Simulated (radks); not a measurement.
Results of a calculation; reference values are marked as such.
Charge is removed step by step from the 2p3/2 level of Ga, starting from [He] 2s2 2p(1/2: 2, 3/2: 4) 3s2 3p6 3d10 4s2 4p1. Level of theory: Dirac Kohn-Sham, PBE, spin-unpolarised, spherical densities, finite nucleus; open shells fill j = l - 1/2 first; Fermi nuclear charge, rms radius 3.9973 fm (a radial shooting solver on a logarithmic mesh with Libxc functionals).

removed (e)  E - E(0) (eV)  eigenvalue (eV)  E minus straight line (eV)
0                    0.000          -1089.3                       0.000
0.125               136.66          -1097.4                      -3.656
0.25                274.35          -1105.6                      -6.292
0.375               413.07          -1113.9                      -7.893
0.5                 552.83          -1122.3                      -8.449
0.625               693.65          -1130.8                      -7.948
0.75                835.54          -1139.4                      -6.380
0.875               978.51          -1148.1                      -3.734
1                   1122.6          -1156.8                       0.000

Removing the whole electron costs 1122.6 eV by Delta-SCF, against 1089.3 eV from minus the eigenvalue at the starting occupation. Slater's transition state (half an electron removed) gives 1122.3 eV. Integrating minus the eigenvalue over the occupation (Janak's theorem) gives 1122.6 eV. The mean slope of the eigenvalue, de/dn, is 67.6 eV per electron.
